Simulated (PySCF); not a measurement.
1,2,4-triazole (C₂H₃N₃), SMILES c1ncn[nH]1.

The structure is a stationary point at PBE0-D3(BJ)/def2-SVP.

These are PBE0-D3(BJ)/def2-SVP run with PySCF values and carry that method's errors.

Frequencies are harmonic and unscaled.

```tsv
mode	ν (cm⁻¹)	IR (km/mol)	moving atoms (share of kinetic energy)
1	629	63.7	N 48 %, H 47 %
2	698	1.2	H 51 %, N 29 %, C 20 %
3	718	55.4	N 45 %, H 34 %, C 21 %
4	865	12.8	H 66 %, C 30 %
5	919	5.9	H 68 %, C 29 %
6	972	7.9	N 61 %, C 28 %, H 11 %
7	1008	18.4	N 69 %, C 21 %, H 10 %
8	1118	44.7	H 59 %, N 34 %
9	1169	22.8	H 60 %, C 23 %, N 18 %
10	1232	2.2	N 46 %, H 27 %, C 27 %
11	1287	3.0	H 59 %, N 22 %, C 18 %
12	1373	19.3	N 58 %, C 24 %, H 18 %
13	1445	19.8	C 53 %, N 35 %, H 12 %
14	1502	12.1	N 41 %, C 29 %, H 29 %
15	1597	29.8	C 52 %, N 31 %, H 17 %
16	3276	1.2	H 91 %, C 9 %
17	3281	1.7	H 91 %, C 9 %
18	3680	97.4	H 92 %
```
